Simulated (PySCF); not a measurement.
A calculated (M06-L, PySCF 2.14, ANO-RCC-VTZP, the spin-free X2C one-electron Hamiltonian (Gaussian nucleus)) atom or ion has these occupied shells.

```csv
shell,electrons,orbital energy (eV),"rms radius, mean of both spins (bohr)"
1s α,1,-14186.2,0.0478
1s β,1,-14186.1,0.0478
2s α,1,-1894.1,0.199
2s β,1,-1894.0,0.199
2p α,3,-1672.9,0.177
2p β,3,-1672.8,0.177
3s α,1,-285.93,0.565
3s β,1,-285.82,0.565
3p α,3,-214.31,0.582
3p β,3,-214.16,0.582
3d α,5,-96.958,0.614
3d β,5,-96.747,0.614
4s α,1,-36.263,1.64
4p α,3,-21.084,1.95
4p β,3,-19.510,1.95
```

Question: Name the element and its charge.

Answer: Kr⁺ (krypton, charge +1), in [Ar] 3d10 4s1 4p6, 2S determinant (an excited configuration).
